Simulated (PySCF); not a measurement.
Match the calculated data to a structure.

All candidates are C8H7N.

- Dipole: 4.21 D [PBE0/pcSseg-1]
- NMR, other nuclei: isotropic shieldings of nuclei other than C and H, by class: -61 (1 N) ppm [GIAO PBE0/pcSseg-1]
- 1H NMR: chemical shifts (computed TMS as zero) by class: 6.67 (1 H), 6.27 (1 H), 5.89 (1 H), 3.76 (1 H), 2.23 (3 H) ppm [GIAO PBE0/pcSseg-1]
- Rotational structure: rotational constants A, B, C: 2.391, 1.390, 0.884 GHz [GFN2-xTB]
- 13C NMR: chemical shifts (computed TMS as zero) by class: 139.6 (1 C), 135.8 (1 C), 130.2 (1 C), 127.5 (1 C), 120.8 (1 C), 103.5 (1 C), 89.6 (1 C), 21.7 (1 C) ppm [GIAO PBE0/pcSseg-1]

The electronic properties come from PySCF, for the isolated species, density fitting. Levels stand in brackets. The structure is a single GFN2-xTB conformer in the gas phase; no vibrational or solvent corrections. NMR values are class means; diastereotopic atoms form classes of their own.

Problem. Which candidate is it?
A. `C#C/C(C)=C(\C#N)C=C`
B. `C=C1C=C(C)C(C#N)=C1`
C. `CC#Cc1cccnc1`
D. `C=CC=C=C/C=C/C#N`

Solution. A. It is `C#C/C(C)=C(\C#N)C=C`. Numbering: `[CH:1]#[C:2]/[C:3]([CH3:4])=[C:5](\[C:6]#[N:7])[CH:8]=[CH2:9]`. Its formula, C8H7N, gives 6 degrees of unsaturation: 0 rings and 6 π bonds in the structure found. 8 carbons fall into 8 classes; from least to most shielded: fully substituted alkene carbon [C3] (139.6 ppm), alkene CH carbon [C8] (135.8 ppm), terminal =CH2 carbon [C9] (130.2 ppm), fully substituted alkene carbon [C5] (127.5 ppm), nitrile carbon [C6] (120.8 ppm), terminal alkyne carbon [C1] (103.5 ppm), alkyne carbon [C2] (89.6 ppm), allylic carbon [C4] (21.7 ppm). Hydrogen classes from least to most shielded: 1 H on an alkene CH carbon, C8 (6.67 ppm), 1 H on a terminal =CH2 carbon, C9 (6.27 ppm), 1 H on a terminal =CH2 carbon, C9 (5.89 ppm), 1 H on a terminal alkyne carbon, C1 (3.76 ppm), 3 H on an allylic carbon, C4 (2.23 ppm). The other shieldings belong to: -61 ppm, nitrile nitrogen [N7]. The optimised geometry has point group Cs and is an asymmetric top.

The others, at the same levels:
- `C=CC=C=C/C=C/C#N` fails: its computed 13C shifts are 233.7 (1 C), 156.3 (1 C), 138.4 (1 C), 126.9 (1 C), 123.3 (1 C), 104.3 (1 C), 103.2 (1 C), 100.9 (1 C) ppm, 1H shifts are 7.05 (1 H), 6.47 (1 H), 6.42 (1 H), 6.40 (1 H), 5.69 (1 H), 5.54 (1 H), 5.34 (1 H) ppm and rotational constant A is 7.392 GHz (against 2.391 GHz).
- `CC#Cc1cccnc1` fails: its computed 13C shifts are 159.5 (1 C), 153.5 (1 C), 145.9 (1 C), 127.6 (1 C), 124.8 (1 C), 100.3 (1 C), 84.5 (1 C), 5.9 (1 C) ppm, 1H shifts are 9.00 (1 H), 8.82 (1 H), 7.94 (1 H), 7.35 (1 H), 2.32 (3 H) ppm and rotational constant A is 5.727 GHz (against 2.391 GHz).
- `C=C1C=C(C)C(C#N)=C1` fails: its computed 13C shifts are 157.9 (1 C), 153.3 (1 C), 145.1 (1 C), 137.0 (1 C), 125.9 (1 C), 125.7 (1 C), 120.8 (1 C), 17.1 (1 C) ppm, 1H shifts are 6.94 (1 H), 6.30 (1 H), 6.28 (1 H), 6.15 (1 H), 2.35 (3 H) ppm and rotational constant A is 3.074 GHz (against 2.391 GHz).

Each candidate is one conformer, not necessarily the lowest. The conformers computed, where there is a choice (atom-mapped SMILES and torsion angles):
- `[CH:1]#[C:2]/[C:3]([CH3:4])=[C:5](\[C:6]#[N:7])[CH:8]=[CH2:9]`: C3–C5–C8–C9 180°
- `[CH2:1]=[CH:2][CH:3]=[C:4]=[CH:5]/[CH:6]=[CH:7]/[C:8]#[N:9]`: C1–C2–C3–C4 180°, C4–C5–C6–C7 180°
